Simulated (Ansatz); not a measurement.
# Strength of the Si–Sn bond: SiH3(SnH3) → SnH3 + SiH3

Species: SiH3(SnH3), singlet; SnH3 `[SnH3]`, doublet; SiH3 (silyl radical) `[SiH3]`, doublet. 

Shapes, held fixed at every level: PBE0-D4/def2-TZVP. Programs: Ansatz 0.2.0. The zero-point and thermal change to 298 K, harmonic and unscaled (PBE0-D4/def2-TZVP), is -10.8 kJ/mol.

| level | kind | ΔH(298 K) (kJ/mol) | less CCSD(T)/def2-TZVPP |
| --- | --- | --- | --- |
| SPW92/def2-TZVPP | LDA | +308.8 | +36.3 |
| PBE-D4/def2-TZVPP | GGA | +269.3 | -3.2 |
| r2SCAN-D4/def2-TZVPP | meta-GGA | +258.3 | -14.2 |
| r2SCAN0-D4/def2-TZVPP | global hybrid | +258.9 | -13.6 |
| wB97M-V/def2-TZVPP | range-separated hybrid | +278.3 | +5.8 |
| MP2/def2-TZVPP | perturbation theory | +277.2 | +4.7 |
| CCSD/def2-TZVPP | coupled cluster or CI | +265.9 | -6.6 |
| CCSD(T)/def2-TZVPP | coupled cluster or CI | +272.5 | 0.0 |

The highest level, CCSD(T)/def2-TZVPP, gives ΔH(298 K) = +272.5 kJ/mol; the levels span +258.3 to +308.8. The column of differences is taken from that level and isn't an error. No measured value is set beside it here. Open shells run unrestricted unless RO is named. For atoms past krypton def2 sets carry core potentials with scalar relativity. Correlated rows may include outer-core shells of Sn, which these sets cover unevenly.
